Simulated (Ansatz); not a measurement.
This geometry of AlBrFH3 (6 atoms, charge 0, multiplicity 1) is a first-order saddle point.

The calculation used RKS r2SCANh-D4/def2-SVP in Ansatz.

```xyz
6
Properties=species:S:1:pos:R:3
Al 0.011 -0.152 0.012
F 0.017 0.061 1.781
H 1.414 0.144 -0.634
H -1.414 0.063 -0.617
Br 0.084 -2.581 0.938
H 0.054 -1.293 1.839
```

Question: Which two structures does it join? (They come from a converged band through this point; their orientation in space is the band's.)

Answer: Bonds broken: Br5–H6. Bonds formed: F2–H6.

Image 0:

```xyz
6
Properties=species:S:1:pos:R:3
Al 0.005 0.031 0.016
F 0.007 0.338 1.682
H 1.403 0.146 -0.708
H -1.406 0.064 -0.690
Br 0.089 -2.614 0.948
H 0.067 -1.721 2.072
```

Image 8:

```xyz
6
Properties=species:S:1:pos:R:3
Al 0.013 -0.393 -0.106
F 0.019 -0.024 1.870
H 1.404 0.165 -0.584
H -1.409 0.092 -0.574
Br 0.091 -2.632 0.625
H 0.048 -0.965 2.087
```

Question: How far does it lie above each of them?

Answer: 0.055 eV above the first and 0.219 eV above the second. This is the barrier of this one path; another mechanism may lie lower. The orbitals stay closed-shell, which can raise the energy where a bond breaks towards radicals; this wasn't checked here.

Run time: 2.3 min on 2 threads of Arm Neoverse V2, with other jobs on the host, peak memory 0.18 GiB.
